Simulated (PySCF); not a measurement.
A calculated (B3LYP, PySCF 2.14, Sapporo-DKH3-DZP-2012, the spin-free X2C one-electron Hamiltonian (Gaussian nucleus)) atom or ion has these occupied shells.

```
shell  electrons  orbital energy (eV)  rms radius, mean of both spins (bohr)
 1s α          1              -5909.5                                 0.0734
 1s β          1              -5909.4                                 0.0734
 2s α          1              -677.71                                  0.318
 2s β          1              -675.97                                  0.318
 2p α          3              -569.13                                  0.288
 2p β          3              -567.67                                  0.288
 3s α          1              -78.596                                  0.972
 3s β          1              -73.449                                  0.972
 3p α          3              -49.078                                   1.06
 3p β          3              -43.650                                   1.06
 4s α          1               -4.727                                   3.64
 3d α          5               -4.703                                   1.67
```

(1) Name the element and its charge.

## Answers

(1) Cr (chromium, neutral), in [Ar] 3d5 4s1, high-spin 7S determinant.
